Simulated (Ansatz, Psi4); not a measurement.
Molecule: SiH5, net charge -1, singlet state. SMILES: [SiH5-]
Coordinates optimised at B3LYP-D3(BJ)/def2-TZVP (Ansatz, a first-principles code):
```xyz
6

Si     0.0000     0.0000     0.0000
H     -0.0176    -0.0230     1.6156
H      0.0176     0.0230    -1.6156
H      1.5301     0.0063     0.0168
H     -0.7707     1.3219     0.0104
H     -0.7594    -1.3282    -0.0272
```
Charge -1, spin multiplicity 1.

Quantity: vertical triplet-singlet gap, E(triplet) - E(singlet), in eV. Conventions: no spin-orbit coupling; open shells spin-unrestricted; dispersion terms only where a functional's name holds one; each state is the SCF solution reached for its charge and spin; frozen cores in correlated levels; non-relativistic; 6-311+G** with 5d, 6d on Na to Ar in Ansatz; six Cartesian d functions in 6-31G* and its kin unless marked 5d. Basis-set limits of correlation are two-point, X^-3; Hartree-Fock from the larger set. The bracket is a focal-point correction in the basis named. First-principles rows: single points at B3LYP-D3(BJ) geometries (Ansatz). Sets without +, aug- or the D of def2-TZVPD hold no diffuse functions, which anions need. Levels can end on unlike triplets.

Coupled cluster (Ansatz) is a level with limits of its own, used here on species with T1 under 0.025 (0.045 for open shells) and stable references: RI-MP2/CBS(aug-cc-pV(T+d)Z,aug-cc-pV(Q+d)Z)+[CCSD(T)-MP2]/aug-cc-pV(T+d)Z.

Value to compare with, RI-MP2/CBS(aug-cc-pV(T+d)Z,aug-cc-pV(Q+d)Z)+[CCSD(T)-MP2]/aug-cc-pV(T+d)Z (Ansatz): 2.77 eV.

```json
[
 {"level": "HF/6-31G*", "program": "Ansatz", "vertical triplet-singlet gap, E(triplet) - E(singlet) (eV)": "5.87", "difference": "3.10"},
 {"level": "HF/6-311+G**", "program": "Ansatz", "vertical triplet-singlet gap, E(triplet) - E(singlet) (eV)": "3.31", "difference": "0.54"},
 {"level": "PBE/6-31G*", "program": "Ansatz", "vertical triplet-singlet gap, E(triplet) - E(singlet) (eV)": "4.86", "difference": "2.09"},
 {"level": "PBE/6-311+G**", "program": "Ansatz", "vertical triplet-singlet gap, E(triplet) - E(singlet) (eV)": "2.73", "difference": "-0.04"},
 {"level": "B3LYP/STO-3G", "program": "Ansatz", "vertical triplet-singlet gap, E(triplet) - E(singlet) (eV)": "8.30", "difference": "5.53"},
 {"level": "B3LYP/3-21G", "program": "Ansatz", "vertical triplet-singlet gap, E(triplet) - E(singlet) (eV)": "5.44", "difference": "2.67"},
 {"level": "B3LYP/6-31G*", "program": "Ansatz", "vertical triplet-singlet gap, E(triplet) - E(singlet) (eV)": "5.28", "difference": "2.51"},
 {"level": "wB97X-D/6-31G*", "program": "Psi4", "vertical triplet-singlet gap, E(triplet) - E(singlet) (eV)": "5.57", "difference": "2.80"},
 {"level": "MP2/6-311+G**", "program": "Ansatz", "vertical triplet-singlet gap, E(triplet) - E(singlet) (eV)": "3.39", "difference": "0.62"},
 {"level": "PBE/def2-TZVPD", "program": "Ansatz", "vertical triplet-singlet gap, E(triplet) - E(singlet) (eV)": "2.86", "difference": "0.09"},
 {"level": "wB97M-V/def2-TZVPD", "program": "Ansatz", "vertical triplet-singlet gap, E(triplet) - E(singlet) (eV)": "3.56", "difference": "0.79"},
 {"level": "wB97X-V/def2-TZVPD", "program": "Ansatz", "vertical triplet-singlet gap, E(triplet) - E(singlet) (eV)": "3.66", "difference": "0.89"}
]
```

Among the 9 habitual levels, B3LYP/STO-3G lies farthest from RI-MP2/CBS(aug-cc-pV(T+d)Z,aug-cc-pV(Q+d)Z)+[CCSD(T)-MP2]/aug-cc-pV(T+d)Z (Ansatz) (5.53 eV) and PBE/6-311+G** nearest (-0.04); 8 of 9 lie above it, and their mean absolute difference is 2.21 eV, the median 2.51. One case shows no general order.

The levels are drawn from those run, B3LYP/6-31G* more often than the rest, none by its result; left out are runs that failed, that the program found above a lower state of the same kind, or whose <S^2> lies over 0.5 above the pure value.
